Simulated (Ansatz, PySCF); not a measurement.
This PySCF input computes a CAM-B3LYP/def2-TZVPD energy:

```python
from pyscf import gto, scf, dft

mol = gto.M(
    atom='''
    Si   -0.18460834   -0.02616947   -0.03116965
    F    -0.22309902   -1.07184191   -1.17353988
    F    -0.72073411   -0.54093467    1.32806104
    F    -0.69601402    1.38031729   -0.43139632
    N     1.62224615    0.22996423    0.27390337
    H     2.09039374   -0.64005237    0.55167141
    H     2.10604464    0.57633926   -0.56228410
    H     1.79097968    0.91246963    1.02154066
    ''',
    basis='def2-tzvpd',
    charge=1,
    spin=0,
    verbose=4,
)

mf = dft.RKS(mol, xc='camb3lyp').density_fit(auxbasis='def2-universal-jkfit')
mf.grids.level = 3
mf.conv_tol = 1e-9
mf.max_cycle = 100
mf.max_memory = 1500
mf.kernel()
if not mf.converged:
    mf = mf.newton()
    mf.kernel(mf.make_rdm1())
mf.analyze()
```

Question: Write an input for the same energy in Ansatz (a quantum-chemistry and plane-wave program) and say what it gives.

Answer: 
Ansatz 0.2 input:
```yaml
crystal:
  periodic: [false, false, false]
  atoms:
    - {symbol: Si, position_ang: [-0.18460834, -0.02616947, -0.03116965]}
    - {symbol: F, position_ang: [-0.22309902, -1.07184191, -1.17353988]}
    - {symbol: F, position_ang: [-0.72073411, -0.54093467, 1.32806104]}
    - {symbol: F, position_ang: [-0.69601402, 1.38031729, -0.43139632]}
    - {symbol: N, position_ang: [1.62224615, 0.22996423, 0.27390337]}
    - {symbol: H, position_ang: [2.09039374, -0.64005237, 0.55167141]}
    - {symbol: H, position_ang: [2.10604464, 0.57633926, -0.56228410]}
    - {symbol: H, position_ang: [1.79097968, 0.91246963, 1.02154066]}
basis:
  gaussian:
    orbitals: def2-TZVPD
hamiltonian:
  xc: {name: CAM-B3LYP}
total_charge: 1
output: {forces: true}
```
It gives -645.63550 Eh, and PySCF -645.63559 Eh, a difference of 0.09 mEh, from the treatment of integrals and grids.

It need not be the lowest isomer of its formula.
